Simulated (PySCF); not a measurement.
A calculated (r2SCAN, PySCF 2.14, def2-QZVPPD, no relativity, point nucleus) atom or ion has these occupied shells.

| shell | electrons | orbital energy (eV) | rms radius, mean of both spins (bohr) |
| --- | --- | --- | --- |
| 1s α | 1 | -8149.1 | 0.0635 |
| 1s β | 1 | -8149.1 | 0.0635 |
| 2s α | 1 | -973.57 | 0.269 |
| 2s β | 1 | -972.07 | 0.269 |
| 2p α | 3 | -848.20 | 0.240 |
| 2p β | 3 | -847.06 | 0.240 |
| 3s α | 1 | -113.06 | 0.805 |
| 3s β | 1 | -109.45 | 0.805 |
| 3p α | 3 | -74.217 | 0.851 |
| 3p β | 3 | -70.781 | 0.851 |
| 3d α | 5 | -10.493 | 1.16 |
| 3d β | 3 | -8.924 | 1.16 |
| 4s α | 1 | -5.889 | 3.09 |
| 4s β | 1 | -5.516 | 3.09 |

Problem. Name the element and its charge.

Solution. Ni (nickel, neutral), in [Ar] 3d8 4s2, high-spin 3F determinant.
